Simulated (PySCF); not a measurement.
Spectra and structures to be paired. Computed, not measured: TDDFT PBE0/def2-SVPD, vertical, gas phase, core orbitals frozen in the response in PySCF 2.14.0, density-fitted response routines. Geometries: GFN2-xTB; one conformer of each isolated species. Triplets are in the Tamm–Dancoff approximation.

A. `O=CNC1=C[C@@H]2C=C[C@H]12`
B. `CSc1cn[nH]n1`
C. `CC(=O)c1ccccn1`
D. `CC(C)C1CPC1`
E. `N#CC[C@@H]1CC=CC1=O`

Lowest singlet levels (six at most, fewer where fewer were computed) with oscillator strengths:

1. 4.89 eV (f 0.085); 5.30 eV (f 0.002); 5.54 eV (f 0.000); 5.75 eV (f 0.038); 5.87 eV (f 0.178); 6.61 eV (f 0.002); T1 3.51 eV
2. 3.85 eV (f 0.000); 6.05 eV (f 0.249); 6.62 eV (f 0.000); 6.69 eV (f 0.005); 6.80 eV (f 0.010); 7.00 eV (f 0.029); T1 3.38 eV
3. 5.81 eV (f 0.040); 6.08 eV (f 0.024); 6.72 eV (f 0.008); 6.83 eV (f 0.035); 7.10 eV (f 0.082); 7.46 eV (f 0.005); T1 4.71 eV
4. 5.28 eV (f 0.069); 5.30 eV (f 0.000); 6.12 eV (f 0.017); 6.34 eV (f 0.002); 6.39 eV (f 0.172); 6.44 eV (f 0.000); T1 4.14 eV
5. 3.51 eV (f 0.000); 4.50 eV (f 0.001); 4.87 eV (f 0.001); 5.20 eV (f 0.140); 5.67 eV (f 0.001); 5.70 eV (f 0.104); T1 3.02 eV

Question: Which spectrum belongs to which structure?

Answer: 1 = A, 2 = E, 3 = D, 4 = B, 5 = C.
- A: S1 at 4.89 eV, HOMO→LUMO (88%); Löwdin shares by element: HOMO carbon 57% or more, nitrogen 15% (atoms not listed hold the other 29%); LUMO carbon 46% or more, oxygen 13% (atoms not listed hold the other 41%); HOMO -6.46 and LUMO -0.66 eV.
- B: S1 at 5.28 eV, HOMO→LUMO (97%); Löwdin shares by element: HOMO sulfur 51%, nitrogen 18% or more, carbon 11% or more (atoms not listed hold the other 21%); LUMO nitrogen 71%, carbon 12% or more (atoms not listed hold the other 17%); HOMO -6.41 and LUMO -0.28 eV; point group Cs, 2 of its 6 listed states under f = 0.0005.
- C: S1 at 3.51 eV, HOMO→LUMO (95%); Löwdin shares by element: HOMO oxygen 43%, carbon 19% or more, nitrogen 17% (atoms not listed hold the other 21%); LUMO carbon 45% or more, oxygen 17% (atoms not listed hold the other 38%); HOMO -7.24 and LUMO -1.99 eV; point group Cs, 1 of its 6 listed states under f = 0.0005.
- D: S1 at 5.81 eV, HOMO→LUMO (98%); Löwdin shares by element: HOMO phosphorus 56%, carbon 29% or more; LUMO phosphorus 39%, carbon 24% or more, hydrogen 9% or more (atoms not listed hold the other 29%); HOMO -6.64 and LUMO 0.38 eV; point group Cs.
- E: S1 at 3.85 eV, HOMO→LUMO (97%); Löwdin shares by element: HOMO oxygen 58%, carbon 33% or more; LUMO carbon 63% or more, oxygen 20% (atoms not listed hold the other 17%); HOMO -7.69 and LUMO -1.93 eV.
